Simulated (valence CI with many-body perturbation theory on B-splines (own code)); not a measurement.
# Hyperfine factors and g values of Zn24+

Computed by configuration interaction combined with many-body perturbation theory (CI+MBPT): four valence electrons over a frozen Dirac-Fock core [He], a basis of 11 s, 11 p, 9 d, 7 f, 5 g, 2 h, 1 i functions for each j, with the one-electron correlation potential Σ1, the two-electron term Σ2, the three-electron term Σ3, Breit, model QED; selected CI, second order for the rest (own B-spline code, finite nucleus).

No measured levels were compared; by estimate levels of excited configurations hold to 0.05 to 0.15 % of their energy, terms of the ground configuration to about 0.5 %. Among the levels kept, up to 250 cm⁻¹ of a level comes from second order outside the variational space, and about a tenth of that is noise between levels of different J, which matters for small intervals.

A/g_I is the dipole constant over the nuclear g factor μ/I (μ in nuclear magnetons, uniformly magnetised nucleus), B/Q the quadrupole constant per barn. Both hold the static response of the core; the bare values leave it out. Large factors of s and p1/2 electrons are usually good to 5 to 10 %; those of open d and f shells near neutrality can be off by tens of per cent, and small factors of p3/2, d and f electrons come from cancelling terms and can be off by a factor of two or in sign, in half-filled shells by more. B is blank for J = 1/2, where it vanishes, and for nearly pure S terms. Energies count from the lowest level. Levels with J = 0 are left out.

Levels are named by their leading jj configuration (3d3/2^4 stands for four electrons in 3d with j = 3/2), which in mixed levels can hold well under half, so a name can repeat and another be missing. Letters in brackets count levels of one name in rising energy.

```
                      Level  E (eV)      g  A/g_I (MHz)  A/g_I bare  B/Q (MHz/b)  B/Q bare
     (2s^2 2p1/2 2p3/2) J=1    19.5  1.496        -5020       -1550        41800     42000
     (2s^2 2p1/2 2p3/2) J=2    27.0  1.306        86300       88000         9100      9150
         (2s^2 2p3/2^2) J=2    53.2  1.185        55300       56500        73800     74100
     (2s 2p1/2^2 2p3/2) J=2    87.2  1.946       197000      199000                       
     (2s 2p1/2^2 2p3/2) J=1   127.3  0.747       -97500      -93800        74500     74700
 (2s 2p1/2 2p3/2^2) J=2 [a]   129.3  1.269       160000      159000       115000    115000
     (2s 2p1/2 2p3/2^2) J=3   136.8  1.328       201000      200000         -244      -256
 (2s 2p1/2 2p3/2^2) J=1 [a]   156.0  1.324       194000      192000       -75900    -76200
           (2s 2p3/2^3) J=2   160.6  1.338       119000      120000      -106000   -106000
 (2s 2p1/2 2p3/2^2) J=1 [b]   177.1  1.697        -6490         827         5600      5620
 (2s 2p1/2 2p3/2^2) J=2 [b]   187.9  1.095       147000      146000       -17000    -17000
           (2s 2p3/2^3) J=1   210.4  1.214       -51300      -45500        -3360     -3400
      (2p1/2^2 2p3/2^2) J=2   261.5  1.418        38100       42900        44700     44900
        (2p1/2 2p3/2^3) J=1   284.6  1.496       -10900       -4900       -40800    -40900
        (2p1/2 2p3/2^3) J=2   295.3  1.073        95900       96600      -127000   -128000
        (2s^2 2p1/2 3s) J=1  1327.5  1.364       232000      229000        -9260     -9290
     (2s^2 2p1/2 3p1/2) J=1  1352.7  0.678       160000      158000        -2130     -2140
        (2s^2 2p3/2 3s) J=2  1353.4  1.496        89600       90300        85400     85700
        (2s^2 2p3/2 3s) J=1  1356.8  1.126         7110       10600        51900     52100
     (2s^2 2p1/2 3p3/2) J=1  1364.1  1.413       -26100      -25300        10700     10700
     (2s^2 2p1/2 3p3/2) J=2  1365.0  1.178        71800       71800        18900     19000
     (2s^2 2p3/2 3p1/2) J=1  1384.1  1.237        47900       50100        26300     26400
     (2s^2 2p3/2 3p1/2) J=2  1387.1  1.304        55000       56600        44800     45000
     (2s^2 2p3/2 3p3/2) J=3  1387.9  1.331        33200       34500       110000    110000
     (2s^2 2p3/2 3p3/2) J=1  1388.5  1.728        56300       58200       -21700    -21800
     (2s^2 2p1/2 3d3/2) J=2  1390.3  0.755        68700       67900         9550      9650
        (2s 2p1/2^2 3s) J=1  1392.5  2.342       351000      348000        -7930     -7960
     (2s^2 2p1/2 3d5/2) J=3  1397.5  1.116        42700       42300         1640      1740
     (2s^2 2p1/2 3d5/2) J=2  1397.8  1.240       -34600      -34400        -5230     -5170
     (2s^2 2p3/2 3p3/2) J=2  1398.3  1.181        45400       46100        44400     44500
     (2s^2 2p1/2 3d3/2) J=1  1399.6  0.784       -47400      -47000         -626      -595
(2s 2p1/2 2p3/2 3s) J=2 [a]  1406.0  1.808       203000      202000        81800     82200
```

(1) Take the isotope of mass number 67, with I = 5/2, μ = 0.87485 μN and Q = 0.122 b. What is the hyperfine structure of (2s^2 2p1/2 2p3/2) J=2?

Answers

(1) From the table A = 30200 MHz, B = 1110 MHz. Shifts from the centre of gravity in MHz: F = 1/2: -211000, F = 3/2: -166000, F = 5/2: -90900, F = 7/2: 14600, F = 9/2: 151000.
